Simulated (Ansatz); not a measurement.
Program: Ansatz. Geometries: PBE0-D4/def2-TZVP. ΔE: electronic, gas phase. CBS: MP2 limit from def2 TZ/QZ plus the TZ coupled-cluster correction, frozen cores. This one scheme is used for every species. Functionals use def2-TZVPP. HSE06 is defined as in plane-wave codes. For Ga, Zn outer-core shells are correlated without core-valence functions, which leaves a few kJ/mol of doubt a bond. Scalar relativity is left out up to krypton.

Consider the formal exchange of groups at a Zn–Ga bond: `[SiH3][Zn][GaH2]` + BH₃ → `[BH2][Zn][SiH3]` + `[GaH3]`.

CCSD(T)/CBS gives +67.8 kJ/mol.

(1) Another level gave +66.6 kJ/mol. Which?
A. ωB97X-V/def2-TZVPP
B. LC-ωPBE/def2-TZVPP
C. HSE06-D4/def2-TZVPP
D. BHLYP-D4/def2-TZVPP

Largest T1 diagnostic among the species: 0.014.

Answers

(1) C. HSE06-D4 66.6, LC-ωPBE 55.3, ωB97X-V 60.8, BHLYP-D4 73.9 kJ/mol.

In def2-TZVPP, CCSD(T) changes the Hartree–Fock value by −12.0 kJ/mol (the triples alone add −1.1 kJ/mol) and MP2 by −10.9 kJ/mol. From r2SCAN to r2SCAN0 (25 % exact exchange), in def2-TZVPP and without D4, ΔE moves by +3.4 kJ/mol. At CCSD(T), def2-SVP lies −3.1 kJ/mol from the extrapolated value and def2-TZVPP −4.7 kJ/mol.

CCSD(T)/CBS has its own doubt, a few kJ/mol and more with outer-core shells, so smaller differences from it don't rank the levels.
